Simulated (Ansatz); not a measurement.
Na₂F₂. Total charge 0; singlet. Geometry PBE0-D4/def2-TZVP.

```xyz
4

Na    0.708   -0.688    1.017
Na   -0.708    0.688   -1.016
F    -0.288   -1.313   -0.688
F     0.288    1.313    0.687
```

The structure comes from a short search, and lower isomers may exist.

(1) Estimate the orbital energies around the gap (eV) in Ansatz with HF/6-31G, LDA (SPW92)/def2-TZVP, PBE-D4/def2-TZVP, r2SCAN-D4/def2-TZVP, PBE0-D4/def2-SVP.

Answers

(1) 
```
orbital  HF/6-31G  LDA (SPW92)/def2-TZVP  PBE-D4/def2-TZVP  r2SCAN-D4/def2-TZVP  PBE0-D4/def2-SVP
 HOMO−9    -40.08                 -27.48            -27.30               -28.31            -30.74
 HOMO−8    -40.06                 -27.46            -27.26               -28.27            -30.72
 HOMO−7    -36.53                 -24.10            -24.22               -25.67            -26.62
 HOMO−6    -36.45                 -24.02            -24.14               -25.60            -26.53
 HOMO−5    -12.68                  -6.63             -6.32                -6.63             -7.77
 HOMO−4    -12.39                  -6.59             -6.30                -6.59             -7.75
 HOMO−3    -12.32                  -6.41             -6.12                -6.43             -7.51
 HOMO−2    -12.24                  -6.30             -6.02                -6.34             -7.43
 HOMO−1    -12.08                  -6.10             -5.83                -6.16             -7.23
   HOMO    -12.03                  -6.00             -5.71                -6.04             -7.14
   LUMO      0.57                  -1.14             -1.22                -0.54             -0.62
 LUMO+1      0.67                  -0.59             -0.71                -0.09             -0.20
 LUMO+2      1.65                   0.46              0.39                 0.90              1.51
 LUMO+3      1.85                   0.91              0.82                 1.44              2.08
 LUMO+4      2.27                   1.09              0.99                 1.47              2.35
 LUMO+5      2.52                   1.29              1.23                 1.75              2.43
```
